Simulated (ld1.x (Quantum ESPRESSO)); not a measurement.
## sulfur (S): one change to an RRKJ potential, before and after

ld1.x (Quantum ESPRESSO) 7.5 input, shortened:

```
&input
   title='S', zed=16., rel=1, dft='PBESOL', iswitch=3,
   config='[Ne] 3s2 3p4'
 /
 &inputp
   pseudotype=2, tm=.false., lloc=0,
   nlcc=.true., new_core_ps=.true., rcore=1.35
 /
2
3P  2  1   4.00   0.00  1.55  1.55  0.0
3S  1  0   2.00   0.00  1.40  1.40  0.0
 &test
   configts(1)='3s2 3p4'
 /
```

All-electron outer shells of the reference configuration (PBEsol, scalar-relativistic, ld1.x):

| shell | level (eV) | outermost node (bohr) | outermost maximum (bohr) |
| --- | --- | --- | --- |
| 2s | -211.24 | 0.13 | 0.39 |
| 2p | -156.32 | – | 0.33 |
| 3s | -17.19 | 0.60 | 1.40 |
| 3p | -6.98 | 0.58 | 1.61 |

Change: wave 3p (bound): rc 1.55 bohr becomes 3p (bound): rc 2.16 bohr.

Cutoffs: the cutoffs (Ry, on a coarse ladder) from which the occupation-weighted sum of valence levels, in a spherical-Bessel basis at the reference potential, stays within 10 and 1 mRy of its value at 400 Ry; they do not see the model core or the augmentation charge, which bear on the density cutoff. Errors are all-electron minus pseudo energies relative to the spin-unpolarised reference configuration.

Task: Predict the effect on cutoff, ghosts and configuration errors.

Result: The potential gets neither clearly harder nor softer (45 Ry and 60 Ry → 40 Ry and 60 Ry); the s channel sets the loose cutoff, while the largest relative change is in p, which becomes softer; of the 7 tests that both files solve, the error grows in 1 and shrinks in 2 by more than 15 % and 0.3 meV (median size 3.3 → 3.1 meV); neither file shows a bound ghost.

| quantity | base | changed |
| --- | --- | --- |
| cutoff, loose | 45 Ry | 40 Ry |
| cutoff, tight | 60 Ry | 60 Ry |
| loose cutoff by channel (10 mRy a level) | p 25 Ry, s 21 Ry | p 10 Ry, s 21 Ry |
| bound ghosts | none | none |
| error for 3s2 3p3, meV [ΔE 11.73 eV] | +2.8 | +3.1 |
| error for 3s2 3p2, meV [ΔE 33.97 eV] | +22 | +23 |
| error for 3s2 3p1, meV [ΔE 67.97 eV] | +80 | +79 |
| error for 3s1 3p5, meV [ΔE 10.28 eV] | -3.3 | -1.5 |
| error for 3s1 3p4, meV [ΔE 22.58 eV] | -0.5 | +1.7 |
| error for 3s0 3p6, meV [ΔE 20.68 eV] | -13 | -5.5 |
| error for 3s2 3p3.5, meV [ΔE 4.64 eV] | +0.3 | +0.4 |
